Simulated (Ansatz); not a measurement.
Computed with Ansatz on PBE0-D4/def2-TZVP structures; ΔE is electronic, products minus reactants. CCSD(T)/CBS is the MP2 limit (def2-TZVPP, def2-QZVPP) plus CCSD(T) − MP2 in def2-TZVPP, frozen cores. This one scheme is used for every species. DFT in def2-TZVPP. B3LYP here is the variant with VWN-RPA as its local correlation; programs differ in this. One conformer a species, not always the lowest.

Consider the formal exchange of groups at a C–C bond: `CCCO` + `BOC` → `BOCCO` + `CC`.

```
          level  ΔE (kcal/mol)  difference from CCSD(T)/CBS
      r2SCAN-D4           -1.8                         -0.2
       B3LYP-D4           -1.8                         -0.2
         B2PLYP           -1.7                         -0.1
            PBE           -1.6                          0.0
           PBE0           -1.6                          0.0
  HF/def2-TZVPP           -2.1                         -0.5
 MP2/def2-TZVPP           -1.4                          0.2
CCSD/def2-TZVPP           -1.7                         -0.1
 MP2/def2-QZVPP           -1.4                          0.2
  MP2/CBS(def2)           -1.4                          0.2
    CCSD(T)/CBS           -1.6                            0
```

Largest T1 diagnostic among the species: 0.014.
